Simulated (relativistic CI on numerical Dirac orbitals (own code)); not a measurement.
# Transition arrays of Se9+

Calculated at this level of theory: Dirac-Coulomb-Breit CI, orbitals from a KLI potential per configuration, a model potential for QED, valence Slater integrals scaled by 0.9, whole transition arrays (own radial code, finite nucleus).

Configurations in the expansion (outside the closed core [Ne] 3s2): 3p6.3d7, 3p6.3d6.4f, 3p5.3d8, 3p6.3d6.4p, 3p6.3d6.5f. Levels of other configurations are missing.

All E1 lines from the levels of 3p6.3d7; mean and standard deviation are weighted by gf, and upper levels are sorted by their leading configuration.

| Upper configuration | Lines | Σgf | Mean (eV) | Mean (nm) | σ (eV) | Strongest line (nm) |
| --- | --- | --- | --- | --- | --- | --- |
| 3p6.3d6.4f | 2825 | 278.8 | 173.23 | 7.157 | 3.48 | 7.109 |
| 3p5.3d8 | 382 | 62.7 | 111.66 | 11.104 | 7.00 | 11.458 |
| 3p6.3d6.4p | 1802 | 81.2 | 115.99 | 10.689 | 3.87 | 10.675 |
| 3p6.3d6.5f | 2825 | 192.3 | 204.06 | 6.076 | 3.75 | 6.024 |

Σgf per state of the lower configuration in bins of 0.2 nm over the central range (centre: value): 5.9: 0.28, 6.1: 1.10, 6.3: 0.20, 6.7: 0.02, 6.9: 0.23, 7.1: 1.26, 7.3: 0.69, 7.5: 0.12, 9.9: 0.05, 10.1: 0.11, 10.3: 0.05, 10.5: 0.15, 10.7: 0.21, 10.9: 0.17, 11.1: 0.14, 11.3: 0.10, 11.5: 0.08.

Task: How do configuration mixing and the scaling of the Slater integrals move the arrays?

Result: Slater scale 0.9, no configuration mixing: 3p6.3d6.4f 173.3 ± 3.5 eV (Σgf 288.9), 3p5.3d8 115.5 ± 7.3 eV (Σgf 117.8), 3p6.3d6.4p 116.4 ± 3.2 eV (Σgf 51.3), 3p6.3d6.5f 204.0 ± 3.8 eV (Σgf 139.6); Slater scale 1: 3p6.3d6.4f 173.6 ± 3.9 eV (Σgf 281.0), 3p5.3d8 111.7 ± 7.6 eV (Σgf 60.9), 3p6.3d6.4p 116.3 ± 4.3 eV (Σgf 80.7), 3p6.3d6.5f 204.2 ± 4.2 eV (Σgf 195.1); Slater scale 0.8: 3p6.3d6.4f 172.9 ± 3.1 eV (Σgf 276.5), 3p5.3d8 111.4 ± 5.9 eV (Σgf 67.5), 3p6.3d6.4p 116.0 ± 3.6 eV (Σgf 78.8), 3p6.3d6.5f 203.9 ± 3.3 eV (Σgf 189.7). With mixing, levels are counted to their leading configuration, so an array can shrink or vanish into another, and the sums then hold other lines.
